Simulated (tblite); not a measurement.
A tight-binding relaxation on `C=C(C)B(F)C1=CC[C@@H]1F`.

Computed with GFN2-xTB geometry optimisation, gas phase (tblite 0.8.0). Start geometry: from a force field or distance geometry. The command runs a driver script over a list of jobs; the input below is this job's line of settings and its coordinates in Å.

Command:
```bash
OMP_NUM_THREADS=1 python probes_run.py task.json out
```

Input:
```
{"job": {"kind": "relax", "xc": "GFN2-xTB", "basis": "xTB"}, "charge": 0, "multiplicity": 1}
C     -2.998300     0.493600    -0.765700
C     -1.806100     0.148400    -0.301800
C     -1.629900    -1.147900     0.473900
B     -0.555500     1.093500    -0.565200
F     -0.759500     2.356600    -1.206400
C      0.906400     0.707900    -0.138600
C      2.127500     1.391600    -0.215700
C      2.846700     0.238500     0.413400
C      1.601700    -0.472500     0.481400
F      1.564100    -1.572700    -0.354000
H     -3.154500     1.415400    -1.324500
H     -3.881100    -0.135900    -0.603000
H     -1.160900    -0.943300     1.459100
H     -1.013400    -1.851600    -0.119400
H     -2.620200    -1.623300     0.674700
H      2.429100     2.366100    -0.560400
H      3.257600     0.499100     1.410200
H      3.579000    -0.223600    -0.288200
H      1.257600    -0.683200     1.522700
```

Output:
```
step      E/eV     max force
  0    -822.17618    4.145
  1    -822.57887    1.562
  2    -822.67905    0.766
  3    -822.73642    0.945
  4    -822.76701    0.411
  5    -822.78508    0.287
  6    -822.79468    0.200
  7    -822.80050    0.199
  8    -822.80380    0.183
  9    -822.80553    0.130
... (38 lines left out)
 48    -822.82851    0.013
 49    -822.82854    0.019
 50    -822.82858    0.021
 51    -822.82861    0.014
 52    -822.82863    0.012
 53    -822.82864    0.012
 54    -822.82866    0.013
 55    -822.82868    0.017
 56    -822.82871    0.012
 57    -822.82872    0.008
```

«max force» is the largest atomic force in eV/Å.

Q: From which step on does the largest force stay under 0.1 eV/Å, and how much energy is left to gain from there?

A: From step 19 (0.081 eV/Å), 8.2 meV above the end.

Summary of the converged run: energy lowered by 15.0 kcal/mol over 57 steps; largest atomic force 0.008 eV/Å at the end.

The run took 0.33 s of wall time on Arm Neoverse V2, one thread, no GPU, shared host with 32 logical CPUs at a one-minute load of 20.
Labels such as C1 count atoms from 1, the log's own numbers from 0.
